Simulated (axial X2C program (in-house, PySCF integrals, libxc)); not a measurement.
# Low determinants of NiO⁺ at the PBE0 level, 2c

Computed with an in-house relativistic program for diatomic molecules. Two-component (2c) means X2C with spin–orbit coupling and atomic mean-field two-electron Coulomb and Gaunt terms. Basis: Ni dyall-cv3z [9s9p6d3f2g], O dyall-av3z [7s6p3d2f] (cores contracted in-house); Gaussian nuclei, density fitting, unrestricted open shells. Masses: Ni 57.935 u, O 15.995 u.

Search at 1.624 Å (vertical energies from the lowest determinant):

```json
{"ΔE (eV)": "0.00", "state": "Ω = 3/2", "electrons beyond evenly filled partner blocks": "ω = 3/2", "electrons in ±ω = 1/2, 3/2, 5/2, 7/2": "24 9 2 0"}
{"ΔE (eV)": "0.41", "state": "Ω = 1/2", "electrons beyond evenly filled partner blocks": "2 × ω = -1/2, ω = 3/2", "electrons in ±ω = 1/2, 3/2, 5/2, 7/2": "24 9 2 0"}
{"ΔE (eV)": "0.74", "state": "Ω = 7/2", "electrons beyond evenly filled partner blocks": "ω = -1/2, ω = 3/2, ω = 5/2", "electrons in ±ω = 1/2, 3/2, 5/2, 7/2": "25 9 1 0"}
{"ΔE (eV)": "0.90", "state": "Ω = 1/2", "electrons beyond evenly filled partner blocks": "ω = 1/2", "electrons in ±ω = 1/2, 3/2, 5/2, 7/2": "25 8 2 0"}
{"ΔE (eV)": "1.03", "state": "Ω = 9/2", "electrons beyond evenly filled partner blocks": "ω = 1/2, ω = 3/2, ω = 5/2", "electrons in ±ω = 1/2, 3/2, 5/2, 7/2": "25 9 1 0"}
{"ΔE (eV)": "1.10", "state": "Ω = 5/2", "electrons beyond evenly filled partner blocks": "ω = 5/2", "electrons in ±ω = 1/2, 3/2, 5/2, 7/2": "24 10 1 0"}
{"ΔE (eV)": "1.14", "state": "Ω = 5/2", "electrons beyond evenly filled partner blocks": "2 × ω = 1/2, ω = 3/2", "electrons in ±ω = 1/2, 3/2, 5/2, 7/2": "24 9 2 0"}
```

Lowest determinant, Ω = 3/2 (⟨Sz⟩ = 1.50, ⟨Lz⟩ = 0.00 at PBE0): Re = 1.618 Å, ωe = 722.2 cm⁻¹.

The determinant in row 2 of the search, Ω = 1/2 (⟨Sz⟩ = 0.50, ⟨Lz⟩ = 0.00 at PBE0), was followed along the bond at PBE0; measured from the minimum of the lowest determinant it gives:

Te = 0.401 eV (3231 cm⁻¹), Re = 1.657 Å, ωe = 635.5 cm⁻¹.

Problem. Compare the bond of the determinant in row 2 with that of the lowest one.

Solution. At PBE0 its Re is 0.039 Å longer and its force constant, which goes as ωe², is 0.77 times that of the lowest determinant. This determinant mixes spin states, so it has no term energy of its own.

The search compares states at one distance, so a state with another bond length can lie lower; it is not exhaustive and yields mostly the lowest determinant of each block pattern, so other components and higher states of one pattern are missing. These are energies of single determinants, not of spin-adapted states; PBE0 term energies can be off by some tenths of an eV, and the functional has no current term. The lowest determinant need not be the ground state where others lie within half an eV.
